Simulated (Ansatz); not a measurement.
`O[SiH]1OCS1` and `C1O[SiH2]S1` differ in one atom or group.

Ansatz, PBE0-D4/def2-TZVP geometries, multiplicity 1. Each molecule was computed in one conformer, which needn't be the lowest.

| property | `O[SiH]1OCS1` |
| --- | --- |
| size of the dipole moment (PBE/def2-TZVPP) / D | 1.26 |
| HOMO energy (ωB97M-V/def2-TZVPP) / eV | -9.55 |
| LUMO energy (B3LYP/def2-TZVPP) / eV | -0.26 |
| LUMO energy (PBE/def2-TZVPP) / eV | -0.98 |
| HOMO–LUMO gap (PBE0/def2-TZVPP) / eV | 7.35 |
| HOMO–LUMO gap (PBE/def2-TZVPP) / eV | 5.12 |

(1) Give the same properties after the change, and the shifts. (An estimate is asked.)

## Answers

(1) Ansatz gave: 
| property | `C1O[SiH2]S1` | shift |
| --- | --- | --- |
| size of the dipole moment (PBE/def2-TZVPP) / D | 0.24 | -1.02 |
| HOMO energy (ωB97M-V/def2-TZVPP) / eV | -9.35 | 0.20 |
| LUMO energy (B3LYP/def2-TZVPP) / eV | -0.84 | -0.58 |
| LUMO energy (PBE/def2-TZVPP) / eV | -1.53 | -0.55 |
| HOMO–LUMO gap (PBE0/def2-TZVPP) / eV | 6.53 | -0.82 |
| HOMO–LUMO gap (PBE/def2-TZVPP) / eV | 4.40 | -0.72 |

With PBE0 the HOMO rises by 0.18 eV and the LUMO falls by 0.63 eV, so the gap narrows by about 0.81 eV. PBE moves the HOMO by 0.17 eV and ωB97M-V by 0.20 eV. The zero-point energy changes by -17.9 kJ/mol with -3 modes. Dipoles are sizes alone; their direction can turn.

B3LYP here is the variant with VWN-RPA as its local correlation; programs differ in this.
